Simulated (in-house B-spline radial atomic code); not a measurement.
Configurations of Mn II (Mn+), with energies counted from [Ar] 3d5 4s1. All numbers are computed (scalar-relativistic (X2C) r2SCAN0, spin-polarised, spherical fractional occupations; Fermi nucleus of rms radius 3.7057 fm) with an all-electron radial atomic-structure program (B-spline basis), not measured. Caution: exact exchange at fractional occupations of open shells leaves self-interaction of up to several eV. Shells without spins written out take the highest spin.

Occupations are held fixed; configurations that lie above the ionisation limit could autoionise.

```
                                              configuration  E - E(ref) (eV)  highest orbital  its <r> (bohr)
                     [Ar] 3d(0 up, 5 down) 4s(1 up, 0 down)           1.3935            4s up           2.964
                                                   [Ar] 3d6           4.4324          3d down           1.625
                                               [Ar] 3d5 4p1           5.5453            4p up           3.529
                                               [Ar] 3d4 4s2           10.166          4s down           2.777
                     [Ar] 3d(3 up, 2 down) 4s(1 up, 0 down)           13.802            4s up           2.789
                                           [Ar] 3d4 4s1 4p1           13.807            4p up           3.153
                                           [Ar] 3d4 4s1 5d1           22.874            5d up           10.63
[Ne] 3s2 3p(2 up, 3 down) 3d(5 up, 1 down) 4s(0 up, 1 down)           61.003          3d down           1.277
```

(1) Order these further configurations by energy, lowest first.
A. [Ar] 3d(2 up, 3 down) 4d(1 up, 0 down)
B. [Ar] 3d5 5f1
C. [Ne] 3s2 3p5 3d5 4s1 4d1
D. [Ne] 3s2 3p(3 up, 2 down) 3d(1 up, 4 down) 4s(0 up, 1 down) 5f(1 up, 0 down)
E. [Ar] 3d5 4d1

(2) How far above the reference does [Ne] 3s2 3p5 3d6 4s1 lie?

(3) How far above the reference does [Ar] 3d(3 up, 1 down) 4s(0 up, 1 down) 4f(1 up, 0 down) lie?

(4) How far above the reference does [Ar] 3d4 4s1 5p1 lie?

Results:

(1) E (10.521 eV), B (13.787 eV), A (24.266 eV), C (62.989 eV), D (84.427 eV).

(2) 53.237 eV; its least bound orbital is 3d down with <r> = 1.34 bohr.

(3) 31.287 eV; its least bound orbital is 4f up with <r> = 9.174 bohr.

(4) 20.897 eV; its least bound orbital is 5p up with <r> = 7.327 bohr.
